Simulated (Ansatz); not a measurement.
Ansatz (an electronic-structure program) input (CCSD(T)/def2-TZVPP):

Ansatz 0.2 input:
```yaml
crystal:
  periodic: [false, false, false]
  atoms:
    - {symbol: Sb, position_ang: [0.02751536, 0.00807482, 0.64696714]}
    - {symbol: Cl, position_ang: [0.98575062, -1.59704276, -0.99434820]}
    - {symbol: Cl, position_ang: [-1.06829669, 1.57281829, -0.94655323]}
basis:
  gaussian:
    orbitals: def2-TZVPP
total_charge: -1
magnetization: {spin_polarized: false}
correlation: {method: ccsd_t, electrons: outside_noble_gas}
```

Output:

```
Functional definition: HF
integrals: 0.25 GiB planned
957 factors; integrals over basis functions are off by at most 9.3e-4 eV
mean field: 0.56 GiB planned
mean field evaluation 1: about -31520.7245 eV, gradient 1.7e1 eV
mean field evaluation 2: about -31520.8827 eV, gradient 1.8e1 eV
mean field evaluation 4: about -31521.6855 eV, gradient 1.4e0 eV
mean field evaluation 8: about -31521.7022 eV, gradient 6.3e-5 eV
mean field evaluation 16: about -31521.4957 eV, gradient 1.4e0 eV
mean field -31521.70220621 eV, -1158.4011899011 hartree, gradient 3.7e-6 eV, S^2 0.000000; 0 other end points of the search recorded, 0 dependent functions left out
19 core orbitals not correlated
reference -31521.70220621 eV, -1158.4011899011 hartree; 10, 10 occupied and 105, 105 virtual orbitals, 957 factors
second order -13.36970873 eV of doubles, -0.00000000 eV of singles
coupled cluster: 0.54 GiB planned
cycle   1  -14.12591258 eV  change   -7.6e-1 eV  update   8.0e-2
cycle   2  -14.44689922 eV  change   -3.2e-1 eV  update   2.5e-2
cycle   3  -14.50408938 eV  change   -5.7e-2 eV  update   1.3e-2
cycle   4  -14.49580270 eV  change    8.3e-3 eV  update   3.6e-3
cycle   5  -14.49495541 eV  change    8.5e-4 eV  update   1.4e-3
cycle   6  -14.49527991 eV  change   -3.2e-4 eV  update   3.9e-4
cycle   7  -14.49528908 eV  change   -9.2e-6 eV  update   1.2e-4
cycle   8  -14.49531570 eV  change   -2.7e-5 eV  update   4.3e-5
cycle   9  -14.49533005 eV  change   -1.4e-5 eV  update   1.5e-5
perturbative correction -0.64281963 eV, -0.0236231856 hartree
Total energy: -31536.84035589 eV, -1158.9575066408 hartree
```
